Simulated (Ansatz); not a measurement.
Ansatz (a quantum-chemistry and plane-wave program) input (PBE-QIDH/def2-TZVPD):

Ansatz 0.2 input:
```yaml
crystal:
  periodic: [false, false, false]
  atoms:
    - {symbol: Al, position_ang: [-0.00000000, -0.00000000, -0.12227900]}
    - {symbol: H, position_ang: [0.00000000, 0.00000000, 1.58962694]}
basis:
  gaussian:
    orbitals: def2-TZVPD
hamiltonian:
  xc: {name: PBE-QIDH}
total_charge: -1
magnetization: {spin_polarized: true, initial_magnetization: 1}
correlation: {electrons: outside_noble_gas}
```

End of the output:

```
integrals: 0.01 GiB planned
346 factors; integrals over basis functions are off by at most 1.6e-3 eV
mean field: 0.12 GiB planned
mean field evaluation 1: about -6604.9905 eV, gradient 5.0e0 eV
mean field evaluation 2: about -6604.9911 eV, gradient 5.0e0 eV
mean field evaluation 4: about -6605.3477 eV, gradient 7.0e-1 eV
mean field evaluation 8: about -6605.3596 eV, gradient 1.6e-2 eV
mean field evaluation 16: about -6605.3596 eV, gradient 7.0e-5 eV
mean field evaluation 32: about -6605.3326 eV, gradient 3.3e-1 eV
mean field -6605.35957143 eV, -242.7424869765 hartree, gradient 5.0e-6 eV, S^2 0.771083; 2 other end points of the search recorded, 0 dependent functions left out
5 core orbitals not correlated
reference -6605.35958136 eV, -242.7424873416 hartree; 3, 2 occupied and 44, 45 virtual orbitals, 346 factors
second order -2.16430703 eV of doubles, -0.00000000 eV of singles
Total energy: -6606.08101704 eV, -242.7689996137 hartree
```
